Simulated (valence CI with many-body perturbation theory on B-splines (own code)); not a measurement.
Ir⁵⁺: electric-dipole lines

Computed by valence CI with perturbative core correlation (CI+MBPT): four valence electrons over a frozen Dirac-Fock core [Xe] 4f14, radial functions for each j: 7 s, 7 p, 8 d, 6 f, 4 g, 1 h, with the one-electron correlation potential Σ1, the two-electron term Σ2, the three-electron term Σ3, Breit, model QED; selected CI, second order for the rest, scaled by the run's own slope (own B-spline code, finite nucleus).

No measured levels were compared; by estimate terms of the open shell hold to 2 to 4 % of their energy, and close levels can change places; different configurations can be misplaced against each other by 1,000 to 8,000 cm⁻¹. The list stops below the first excitations out of the core.

Lines 351 to 400 of 600 in falling wavelength, among levels below 290280 cm⁻¹, chosen from the strongest by gf and those to the six lowest levels. Wavelengths and rates use the calculated energies, so an error of 2000 cm⁻¹ moves a line at 529.0 Å by 1.1 % and its rate by three times that or more. Electric multipoles are in the length gauge, E1 and E2 with the static RPA response of the core. Weak lines are less certain than strong ones. Lines between different terms over intervals too small for the method are left out, as are lines whose strength nearly cancels. Where a level lies close to another of its J and parity, the split of strength between their lines is uncertain. The highest levels of a list are the least certain.

Levels are named by their leading jj configuration (3d3/2^4 stands for four electrons in 3d with j = 3/2), which in mixed levels can hold well under half, so a name can repeat and another be missing. Letters in brackets count levels of one name in rising energy.

| λ vac (Å) | Upper | Lower | A (s⁻¹) | S (a.u.) with core polarisation | S without |
| --- | --- | --- | --- | --- | --- |
| 529.0 | (5d3/2^2 5d5/2 6p1/2) J=2 [b] | (5d3/2^2 5d5/2^2) J=3 [a] | 8.22e+08 | 3.00e-01 | 3.55e-01 |
| 528.9 | (5d3/2 5d5/2^2 6p3/2) J=2 [b] | (5d3/2^2 5d5/2^2) J=2 [d] | 1.26e+09 | 4.59e-01 | 5.39e-01 |
| 528.5 | (5d5/2^3 6p3/2) J=3 | (5d3/2 5d5/2^3) J=4 | 1.68e+09 | 8.57e-01 | 9.83e-01 |
| 528.3 | (5d3/2^2 5d5/2 6p3/2) J=4 [a] | (5d3/2^2 5d5/2^2) J=5 | 1.37e+09 | 8.96e-01 | 1.05e+00 |
| 528.2 | (5d5/2^3 6p1/2) J=4 | (5d3/2 5d5/2^3) J=3 [a] | 1.49e+09 | 9.75e-01 | 1.15e+00 |
| 528.2 | (5d3/2 5d5/2^2 6p3/2) J=1 [c] | (5d3/2^2 5d5/2^2) J=2 [e] | 3.13e+09 | 6.83e-01 | 7.83e-01 |
| 528.0 | (5d3/2^2 5d5/2 6p1/2) J=2 [a] | (5d3/2^3 5d5/2) J=1 | 2.41e+09 | 8.76e-01 | 1.05e+00 |
| 526.3 | (5d3/2 5d5/2^2 6p3/2) J=3 [d] | (5d3/2 5d5/2^3) J=3 [b] | 6.81e+08 | 3.43e-01 | 3.86e-01 |
| 526.1 | (5d3/2^2 5d5/2 6p3/2) J=2 [d] | (5d3/2 5d5/2^3) J=2 [a] | 1.32e+09 | 4.74e-01 | 5.42e-01 |
| 526.0 | (5d3/2 5d5/2^2 6p3/2) J=4 [g] | (5d3/2 5d5/2^3) J=4 | 3.46e+09 | 2.24e+00 | 2.56e+00 |
| 525.1 | (5d3/2 5d5/2^2 6p1/2) J=6 [a] | (5d3/2^2 5d5/2^2) J=6 | 7.67e+08 | 7.12e-01 | 8.77e-01 |
| 525.0 | (5d3/2^2 5d5/2 6p3/2) J=4 [c] | (5d3/2^2 5d5/2^2) J=3 [c] | 1.33e+09 | 8.53e-01 | 9.78e-01 |
| 524.7 | (5d5/2^3 6p1/2) J=2 [a] | (5d3/2 5d5/2^3) J=2 [a] | 1.86e+09 | 6.62e-01 | 7.99e-01 |
| 524.6 | (5d3/2^2 5d5/2 6p3/2) J=1 [c] | (5d3/2 5d5/2^3) J=2 [a] | 1.92e+09 | 4.11e-01 | 4.74e-01 |
| 523.6 | (5d3/2 5d5/2^2 6p1/2) J=5 [a] | (5d3/2^2 5d5/2^2) J=4 [a] | 6.61e+08 | 5.15e-01 | 6.06e-01 |
| 523.1 | (5d3/2^2 5d5/2 6p1/2) J=4 [b] | (5d3/2^3 5d5/2) J=4 | 4.13e+09 | 2.63e+00 | 3.11e+00 |
| 522.9 | (5d3/2^2 5d5/2 6p3/2) J=4 [b] | (5d3/2^2 5d5/2^2) J=4 [b] | 1.80e+09 | 1.15e+00 | 1.31e+00 |
| 522.9 | (5d5/2^3 6p3/2) J=4 [a] | (5d5/2^4) J=4 | 1.72e+09 | 1.09e+00 | 1.24e+00 |
| 522.5 | (5d3/2 5d5/2^2 6p3/2) J=2 [i] | (5d3/2 5d5/2^3) J=2 [b] | 5.31e+09 | 1.87e+00 | 2.17e+00 |
| 522.1 | (5d3/2^2 5d5/2 6p1/2) J=1 [a] | (5d3/2^2 5d5/2^2) J=2 [a] | 3.45e+08 | 7.26e-02 | 8.30e-02 |
| 521.2 | (5d3/2^2 5d5/2 6p3/2) J=2 [a] | (5d3/2^2 5d5/2^2) J=1 | 9.48e+08 | 3.31e-01 | 3.80e-01 |
| 521.0 | (5d3/2^2 5d5/2 6p3/2) J=3 [a] | (5d3/2^2 5d5/2^2) J=3 [b] | 1.98e+09 | 9.70e-01 | 1.11e+00 |
| 520.7 | (5d3/2^2 5d5/2 6p3/2) J=3 [d] | (5d3/2^2 5d5/2^2) J=2 [c] | 1.37e+09 | 6.70e-01 | 7.60e-01 |
| 520.4 | (5d3/2 5d5/2^2 6p3/2) J=2 [g] | (5d3/2 5d5/2^3) J=1 [b] | 1.32e+09 | 4.60e-01 | 5.21e-01 |
| 520.2 | (5d3/2 5d5/2^2 6p1/2) J=1 [c] | (5d5/2^4) J=2 | 4.49e+09 | 9.37e-01 | 1.10e+00 |
| 520.1 | (5d3/2^2 5d5/2 6p1/2) J=3 [b] | (5d3/2^2 5d5/2^2) J=2 [a] | 3.08e+09 | 1.50e+00 | 1.78e+00 |
| 520.0 | (5d3/2 5d5/2^2 6p3/2) J=2 [d] | (5d3/2 5d5/2^3) J=3 [b] | 1.38e+09 | 4.77e-01 | 5.56e-01 |
| 519.9 | (5d3/2 5d5/2^2 6p1/2) J=3 [b] | (5d3/2^2 5d5/2^2) J=4 [a] | 1.10e+09 | 5.35e-01 | 6.24e-01 |
| 519.6 | (5d3/2 5d5/2^2 6p1/2) J=3 [c] | (5d3/2^2 5d5/2^2) J=3 [c] | 1.06e+09 | 5.15e-01 | 6.09e-01 |
| 519.3 | (5d3/2 5d5/2^2 6p1/2) J=4 [b] | (5d3/2^2 5d5/2^2) J=4 [a] | 2.67e+09 | 1.66e+00 | 1.99e+00 |
| 519.3 | (5d3/2^2 5d5/2 6p1/2) J=2 [b] | (5d3/2^2 5d5/2^2) J=2 [a] | 2.48e+08 | 8.56e-02 | 1.01e-01 |
| 519.2 | (5d3/2 5d5/2^2 6p1/2) J=2 [d] | (5d3/2^2 5d5/2^2) J=3 [c] | 1.70e+09 | 5.87e-01 | 6.92e-01 |
| 519.1 | (5d3/2 5d5/2^2 6p3/2) J=2 [g] | (5d3/2 5d5/2^3) J=3 [c] | 1.87e+09 | 6.44e-01 | 7.34e-01 |
| 518.6 | (5d3/2 5d5/2^2 6p3/2) J=3 [d] | (5d3/2^2 5d5/2^2) J=2 [d] | 8.12e+08 | 3.91e-01 | 4.43e-01 |
| 518.6 | (5d3/2 5d5/2^2 6p1/2) J=2 [c] | (5d3/2^2 5d5/2^2) J=2 [c] | 3.50e+09 | 1.20e+00 | 1.41e+00 |
| 518.5 | (5d5/2^3 6p1/2) J=4 | (5d3/2^2 5d5/2^2) J=4 [c] | 5.81e+08 | 3.60e-01 | 4.40e-01 |
| 518.2 | (5d3/2^2 5d5/2 6p3/2) J=2 [a] | (5d3/2^2 5d5/2^2) J=2 [b] | 1.17e+09 | 4.02e-01 | 4.59e-01 |
| 518.1 | (5d3/2^2 5d5/2 6p3/2) J=3 [d] | (5d3/2^2 5d5/2^2) J=4 [b] | 1.79e+09 | 8.62e-01 | 1.02e+00 |
| 518.0 | (5d3/2 5d5/2^2 6p1/2) J=6 [a] | (5d3/2^2 5d5/2^2) J=5 | 6.58e+08 | 5.87e-01 | 6.87e-01 |
| 517.8 | (5d3/2^2 5d5/2 6p3/2) J=1 [b] | (5d3/2^2 5d5/2^2) J=2 [c] | 3.24e+09 | 6.67e-01 | 7.69e-01 |
| 517.7 | (5d5/2^3 6p1/2) J=1 | (5d3/2 5d5/2^3) J=2 [a] | 2.52e+09 | 5.18e-01 | 6.16e-01 |
| 517.5 | (5d3/2 5d5/2^2 6p3/2) J=5 [b] | (5d3/2 5d5/2^3) J=6 | 4.43e+09 | 3.33e+00 | 3.93e+00 |
| 517.4 | (5d3/2^2 5d5/2 6p1/2) J=4 [b] | (5d3/2^2 5d5/2^2) J=3 [a] | 1.69e+09 | 1.04e+00 | 1.23e+00 |
| 517.2 | (5d3/2 5d5/2^2 6p1/2) J=5 [b] | (5d3/2^2 5d5/2^2) J=6 | 6.24e+08 | 4.68e-01 | 5.73e-01 |
| 516.9 | (5d3/2 5d5/2^2 6p3/2) J=3 [d] | (5d3/2^2 5d5/2^2) J=4 [d] | 1.91e+09 | 9.11e-01 | 1.05e+00 |
| 516.8 | (5d3/2 5d5/2^2 6p1/2) J=6 [b] | (5d3/2^2 5d5/2^2) J=6 | 2.44e+09 | 2.16e+00 | 2.56e+00 |
| 516.5 | (5d3/2^2 5d5/2 6p3/2) J=2 [b] | (5d3/2^2 5d5/2^2) J=1 | 1.69e+09 | 5.75e-01 | 6.64e-01 |
| 515.8 | (5d3/2^2 5d5/2 6p3/2) J=2 [a] | (5d3/2^2 5d5/2^2) J=3 [b] | 4.60e+09 | 1.56e+00 | 1.80e+00 |
| 515.3 | (5d3/2 5d5/2^2 6p3/2) J=2 [a] | (5d3/2 5d5/2^3) J=1 [a] | 2.49e+09 | 8.39e-01 | 9.53e-01 |
| 515.0 | (5d3/2^2 5d5/2 6p3/2) J=3 [e] | (5d3/2^2 5d5/2^2) J=3 [c] | 1.70e+09 | 8.03e-01 | 9.46e-01 |
